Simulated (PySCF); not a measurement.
**`InChI=1S/C5H7NO/c1-6(2)4-3-5-7/h5H,1-2H3`**

Geometry (Å), atoms numbered from 1 in this order:
```xyz
14

C    -1.4527    0.8759   -0.9703
N    -0.6738    0.0752   -0.0596
C    -1.3987   -0.7248    0.8949
C     0.6217   -0.0115   -0.1819
C     1.8333   -0.0906   -0.2659
C     3.2250   -0.1635   -0.3977
O     3.9050    0.4338   -1.2044
H    -2.0936    0.2420   -1.5918
H    -2.0883    1.5677   -0.4102
H    -0.7894    1.4463   -1.6164
H    -2.0202   -0.0831    1.5265
H    -0.6996   -1.2718    1.5237
H    -2.0515   -1.4399    0.3832
H     3.6823   -0.8561    0.3429
```

Theory: TDDFT PBE0/def2-SVPD excited states, vertical, gas phase (PySCF 2.14.0). Geometry: GFN2-xTB.

(1) Give the one- and two-photon strengths of the lowest singlets.

## Answers

(1) δ for parallel linear polarisation; σ at the peak of a Lorentzian of half width 0.1 eV, single beam; Ω is circular over linear.
```tsv
state	E (eV)	f	photon λ (nm)	δ (au)	σ (GM)	Ω	main
S1	4.13	0.000	600	0.1	0.00	1.50	HOMO−1→LUMO 0.98
S2	5.17	0.445	479	354	3.48	0.72	HOMO→LUMO 0.91
S3	5.43	0.000	456	1.79	0.02	1.43	HOMO→LUMO+2 0.90
S4	5.60	0.000	443	0.1	0.00	1.47	HOMO−2→LUMO 0.99
S5	5.71	0.029	434	97.2	1.16	1.40	HOMO→LUMO+1 0.96
```

Among these, the strongest one-photon state is S2, the strongest two-photon state S2, with a dipole change of 2.3 D (relaxed, norm of the difference vector).
